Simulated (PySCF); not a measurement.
## GeH and its ions

UHF-CCSD; PySCF, scalar-relativistic core potentials, basis sets Ge aug-cc-pVDZ-PP with ECP10, H aug-cc-pVDZ. Neutral (UHF): doublet (π ↑), Re = 1.602 Å, ωe = 1873 cm⁻¹, De = 2.73 eV.

GeH⁻ (UHF): triplet (π ↑↑), Re = 1.634 Å, ωe = 1675 cm⁻¹, De = 2.60 eV to Ge⁻ + H. The energies at the minima are -294.01699 hartree for GeH and -294.05697 for GeH⁻.

Question: Work out the adiabatic electron affinity, without and with harmonic zero-point energies (1 hartree = 27.2114 eV, 1 eV = 8065.5 cm⁻¹), and the change of the bond length.

Answer: At UHF-CCSD: 0.03998 hartree = 1.088 eV between the minima; the zero-point term (1873.0 − 1675.0)/2 cm⁻¹ = +0.012 eV makes it 1.100 eV. Re changes by +3.2 pm against the neutral. The electron enters a π orbital, which is non-bonding in a hydride.

Correlated steps freeze 4 core orbitals. Correlated levels converge slowly with the basis: in double zeta they bind strong bonds too weakly, by up to about 1 eV, and carry superposition errors of some tenths. Spin–orbit coupling is left out. For an ion De counts to the pair picked by the measured ionisation energies or electron affinities, which need not be the lowest pair at this level. States were picked by a PBE0 search and need not be the measured ground states.
